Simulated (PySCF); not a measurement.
# A small calculation by hand: chemical shift, span and skew from a shielding tensor

CH8GeOSi, SMILES C[SiH2][O][GeH3]. Atoms are numbered in the order given.

```xyz
12

Si    -0.5508     1.5931     0.0000
C      0.6077     3.0637     0.0000
O      0.3692     0.2025     0.0000
Ge     0.0472    -1.5506     0.0000
H     -1.4326     1.6257     1.2054
H     -1.4326     1.6257    -1.2054
H      1.2543     3.0524     0.8921
H      0.0376     4.0078     0.0000
H      1.2543     3.0524    -0.8921
H      1.4256    -2.2244     0.0000
H     -0.7524    -1.9129     1.2658
H     -0.7524    -1.9129    -1.2658
```

Geometry: TPSSh-D3(BJ)/def2-SVP. The structure was generated by enumeration, and PubChem lists no compound with its InChIKey, so it may never have been made. One conformer was computed; it need not be the lowest.

GIAO shieldings from KT2/pcSseg-1 (PySCF), non-relativistic, no solvent. The symmetric part of the tensor of Si1 has the principal values 298.8, 360.3, 445.7 ppm. The same nucleus in TMS has σ = 361.9 ppm at this level (PySCF, at its B3LYP-D3(BJ)/def2-TZVP geometry).

Work out the isotropic shielding, the ²⁹Si shift against TMS, the span and the skew.


σ(iso) = (σ11 + σ22 + σ33)/3 = 368.3 ppm. δ = σ(ref) − σ(iso) = 361.9 − (368.3) = -6.4 ppm.
Span Ω = σ33 − σ11 = 146.9 ppm. Skew κ = 3(σ(iso) − σ22)/Ω = 0.16. Tumbling in solution averages the tensor to δ; in a static solid the shielding alone would spread this spin-1/2 line over Ω.
